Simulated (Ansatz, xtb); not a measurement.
## F2HSi2: which of two structures lies lower

We compare a, a doublet given by its coordinates, with b, a doublet given by its coordinates. Both are isolated molecules in the gas phase, relaxed with PBE0-D3(BJ)/def2-SVP.

a (Å):

```xyz
5

F     0.9109   -1.1178    0.4098
F     1.5573    1.4102    0.5877
Si    0.3987    0.3250    0.9498
Si   -1.4722    1.1920   -0.2677
H     0.3456    0.1982    2.4346
```

Close contacts (Å): F1–Si3 1.62, F2–Si3 1.63, Si3–Si4 2.39, Si3–H5 1.49.

b (Å):

```
atom    x (Å)    y (Å)   z (Å)
   F  -1.3938  -0.5962  2.3965
   F   0.0532  -2.6566  2.5289
  Si   0.1500  -1.0460  2.5204
  Si   1.9545   0.3161  2.6467
   H   2.6453  -1.0583  2.7137
```

Close contacts (Å): F1–Si3 1.61, F2–Si3 1.61, Si3–Si4 2.26, Si4–H5 1.54.

Q: Estimate E(b) − E(a) at the level CCSD(T)/def2-SVP.

A: Too close to call at this level: CCSD(T)/def2-SVP gives E(b) − E(a) = −0.023 eV.

Level by level:

```
               level              geometry  E(b) − E(a) (eV)  departure from the last row (eV)  job, with rough time for the two
            GFN2-xTB              GFN2-xTB              +0.188                            +0.211              optimisation, 0.41 s
           HF/STO-3G              GFN2-xTB              +0.487                            +0.509               single point, 1.2 s
  r2SCAN-D4/def2-SVP              GFN2-xTB              −0.346                            −0.323                 single point, 8 s
PBE0-D3(BJ)/def2-SVP  PBE0-D3(BJ)/def2-SVP              −0.253                            −0.231               optimisation, 2 min
         HF/def2-SVP  PBE0-D3(BJ)/def2-SVP              +0.464                            +0.486           part of the CCSD(T) run
        MP2/def2-SVP  PBE0-D3(BJ)/def2-SVP              −0.133                            −0.110           part of the CCSD(T) run
    CCSD(T)/def2-SVP  PBE0-D3(BJ)/def2-SVP              −0.023                                                  single point, 30 s
```

The largest departure from CCSD(T)/def2-SVP is that of HF/STO-3G, 0.509 eV.

With harmonic frequencies from PBE0-D3(BJ)/def2-SVP (ideal gas, rigid rotor, one conformer each, 298.15 K, 1 atm): the zero-point term adds −0.055 eV; ΔH is −0.064 and ΔG −0.086 eV.

Open shells are spin-unrestricted, with notable spin contamination under HF/def2-SVP, MP2/def2-SVP, CCSD(T)/def2-SVP. The correlated steps freeze 12 core orbitals. Mirror images aren't counted in ΔG. Codes used: Ansatz 0.2.0, xtb 6.7.1; the last row on 1 thread of Intel(R) Xeon(R) Platinum 8259CL CPU @ 2.50GHz (Skylake/Cascade Lake) on a shared host.
